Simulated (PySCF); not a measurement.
Polarisability and C₆ of I⁻ (iodine, charge -1)

[Xe], closed-shell 1S. All numbers are calculated (PySCF 2.14, scalar relativity by spin-free X2C-1e, in aug-cc-pVQZ-DK3). Coupled (time-dependent) response in atomic units; α is the mean over directions.

| method | mean α (bohr³) | C₆ (like pair) | S(−4) |
| --- | --- | --- | --- |
| UHF | 59.91 | 837.2 | 870.6 |
| PBE | 72.24 | 1050 | 1522 |
| PBE0 | 66.37 | 946.2 | 1185 |

S(−4) is the Cauchy moment in α(ω) = α(0) + S(−4) ω² + …

α(iu) at PBE:

| u (hartree) | α(iu) (bohr³) |
| --- | --- |
| 0 | 72.24 |
| 0.0500 | 68.73 |
| 0.100 | 60.78 |
| 0.200 | 44.19 |
| 0.300 | 32.10 |
| 0.500 | 18.48 |
| 0.750 | 10.82 |
| 1.00 | 7.135 |
| 1.50 | 3.867 |
| 2.00 | 2.488 |
| 3.00 | 1.330 |
| 5.00 | 0.5825 |

A single London oscillator, α(iu) = α/(1 + u²/ω²), gives C₆ = (3/4) ω α². Matching the computed C₆ needs ω = 4 × 1050 / (3 × 72.24²) = 0.268 hartree.

For an ion, C₆ is the dispersion term alone; charge-induced terms of lower order in 1/R come first.
